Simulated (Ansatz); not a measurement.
Mulliken charges of F2Ga, SMILES `[F][Ga][F]` radical from ωB97M-V/def2-TZVPP in Ansatz (PBE0-D4/def2-TZVP geometry).

| atom | x (Å) | y (Å) | z (Å) | charge (e) |
| --- | --- | --- | --- | --- |
| F1 | -1.311 | 0.375 | -0.686 | -0.353 |
| Ga2 | 0.211 | 0.524 | 0.177 | 0.705 |
| F3 | 1.089 | -0.963 | 0.496 | -0.353 |

By hand: the dipole of these point charges (1 e Å = 4.8032 D).

Σ q r = (0.227, 0.577, 0.192) e Å, of length 0.649 e Å = 3.12 D.

How does the dipole of the full density compare? (Best estimate.)

Ansatz gave: (0.179, 0.454, 0.151) e Å, 2.45 D; the point charges give 1.27 times that, at 0° from its direction.

Point charges leave out the atoms' own dipoles, such as those of lone pairs, and Mulliken's split depends on the basis, so the two needn't agree.
